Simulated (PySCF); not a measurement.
## Spinor energies of Cu³⁺ (copper, charge +3)

Start: [Ar] 3d8; 3d3/2 filled at m_j = -1/2, +1/2, +3/2; 3d5/2 filled at m_j = -3/2, -1/2, +1/2, +3/2, +5/2. Calculated with PySCF 2.14 in x2c-TZVPall-2c (6s7p4d1f, 54 functions): generalised Hartree-Fock with the X2C-1e Hamiltonian and a Gaussian nucleus; one run each with spin-orbit coupling (SO) switched off, then screened by Boettger's factors. This is a chosen level, not necessarily the ground level.

```
spinor shell  electrons  ε, spin-free (eV)  ε, screened SO (eV)  weight of nominal j (screened SO)  rms radius, screened SO (bohr)
       1s1/2          2            -9095.1              -9095.0                              1.000                          0.0601
       2s1/2          2            -1182.2              -1182.1                              1.000                           0.254
       2p1/2          2            -1022.7              -1037.2                              0.999                           0.226
       2p3/2          4            -1022.7              -1015.5                              0.999                           0.229
       3s1/2          2            -187.45              -187.43                              1.000                           0.757
       3p1/2          2            -137.97              -142.31                              0.827                           0.793
       3d5/2          5            -60.861              -61.252                              0.616                           0.946
       3d3/2          3            -60.861              -60.227                              0.635                           0.953
```

**Question.** Where does 3p3/2 lie, and what is the 3p spin-orbit splitting (screened SO)?

**Answer.** At -135.80 eV, 6.513 eV above 3p1/2.

```csv
quantity,spin-free,screened SO
E (hartree),-1650.98008,-1651.02754
M_J,4,4
⟨J²⟩,20.004,20.004
⟨L²⟩,12.003,12.012
⟨S²⟩,2.001,2.001
```

Each row is a mean over spinors that exchange with the open shell spreads, by up to 11.845 eV (3p3/2).

Rows whose weight is well below 1 are mixtures of j = l ± 1/2: exchange outweighs spin-orbit coupling there, and the label is only the starting occupation.

Without spin-orbit coupling the j labels of p, d and f shells carry no meaning; the spin-free column gives the mean over the occupied spinors of each nl shell.
